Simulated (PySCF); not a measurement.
CH8O2Si2, SMILES C[Si](O)(O)[SiH3]. Atoms are numbered in the order given.

```xyz
13

Si     1.6860     0.9321    -0.0107
Si    -0.3504    -0.2262     0.0239
C     -1.7482     0.8039    -0.6804
O     -0.2516    -1.6704    -0.8157
O     -0.5951    -0.6245     1.6195
H      2.0247     1.3179    -1.4196
H      2.7986     0.0871     0.5216
H      1.6081     2.1911     0.7957
H     -1.8832     1.7236    -0.0900
H     -2.7000     0.2477    -0.6647
H     -1.5438     1.1028    -1.7215
H     -0.5400    -1.6615    -1.7323
H     -1.2010    -1.3556     1.7787
```
Charge 0, spin multiplicity 1.

The structure is a stationary point at PBE0-D3(BJ)/def2-SVP. This is a generated structure with no PubChem entry under its InChIKey; it may be hypothetical. Other conformers were not sampled.

All values below come from PySCF with r2SCAN/def2-TZVP.

Gas-phase values at a fixed geometry.

| Property | Value |
|---|---|
| total energy | -772.40902 hartree |
| highest occupied level | -6.59 eV |
| lowest empty level | -0.24 eV |
| orbital gap | 6.35 eV |
| dipole moment | 2.68 D |
| quadrupole, principal values (traceless, Buckingham form, about the centre of nuclear charge) | -4.29, 2.02, 2.26 D·Å |
| mean static polarisability | 74.4 bohr³ (11.02 Å³) |
| polarisability, principal values | 67.3, 70.8, 85.1 bohr³ |
